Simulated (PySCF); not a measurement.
Compound: hexamethyldisilazane, C6H19NSi2.
Geometry (PBE0-D3(BJ)/def2-SVP, Å), atoms numbered from 1 in this order:
```
atom  x, y, z in Å
C1     1.983    1.111   -1.826
Si2    1.560   -0.228   -0.572
C3     3.090   -0.623    0.446
C4     0.976   -1.761   -1.492
N5     0.307    0.292    0.530
Si6   -1.433    0.326    0.355
C7    -2.181   -1.385    0.589
C8    -2.101    1.488    1.674
C9    -1.903    0.962   -1.353
H10    2.788    0.792   -2.509
H11    1.103    1.368   -2.436
H12    2.315    2.031   -1.319
H13    2.883   -1.422    1.176
H14    3.919   -0.956   -0.198
H15    3.439    0.262    1.002
H16    1.751   -2.113   -2.191
H17    0.751   -2.579   -0.790
H18    0.068   -1.563   -2.083
H19    0.649    0.732    1.380
H20   -3.280   -1.358    0.516
H21   -1.810   -2.085   -0.176
H22   -1.913   -1.796    1.575
H23   -1.844    1.136    2.686
H24   -1.693    2.504    1.552
H25   -3.199    1.556    1.618
H26   -1.498    1.973   -1.518
H27   -1.516    0.310   -2.152
H28   -2.998    1.009   -1.467
```

Jobs on this species (28 atoms, 90 electrons) with PySCF (density fitting). Hardware of each: Arm Neoverse V1, one thread, no GPU (shared host). Other jobs ran on the host; a repeat could differ by tens of per cent or more.

```csv
level and settings,work,basis functions,SCF cycles,wall time
KT2/pcSseg-1,shieldings,262,?,?
"PBE0-D3(BJ)/def2-SVP, grid level 1",geometry optimisation from a GFN2-xTB start,229,59,7.5 min
PBE0/pcSseg-1,"shieldings, charges and field gradients",262,12,88 s
```

Fill in the missing figures.

- KT2/pcSseg-1; shieldings: 1.9 min, 14 SCF cycles

What do all jobs in the table cost together?

About 11 min; the longest takes about 69 % of that, and about 5.1 times as long as the shortest.
